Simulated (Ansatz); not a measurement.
Gas-phase electronic energies from Ansatz, PBE0-D4/def2-TZVP geometries. CCSD(T)/CBS is the MP2 limit (def2-TZVPP, def2-QZVPP) plus CCSD(T) − MP2 in def2-TZVPP, frozen cores. DFT in def2-TZVPP. For Ge outer-core shells are correlated without core-valence functions, which leaves a few kJ/mol of doubt a bond. Scalar relativity is left out up to krypton. One conformer a species, not always the lowest.

Consider the cleavage of the B–Ge bond: `O[BH][GeH2][CH2]O` + CH₃NH₂ → `CNBO` + `O[CH2][GeH3]`.

```tsv
level	ΔE (kcal/mol)
r2SCAN-D4	-33.5
MP2/def2-QZVPP	-33.6
```

(1) What does CCSD(T)/CBS give? (Best estimate.)

Largest T1 diagnostic among the species: 0.013.

Answers

(1) The calculation gave: -32.3 kcal/mol. The listed levels differ from it by -1.2, -1.3 kcal/mol.

In def2-TZVPP, CCSD(T) changes the Hartree–Fock value by +3.8 kcal/mol (the triples alone add +0.4 kcal/mol) and MP2 by +2.8 kcal/mol. From PBE to PBE0 (25 % exact exchange), in def2-TZVPP and without D4, ΔE moves by −1.3 kcal/mol.
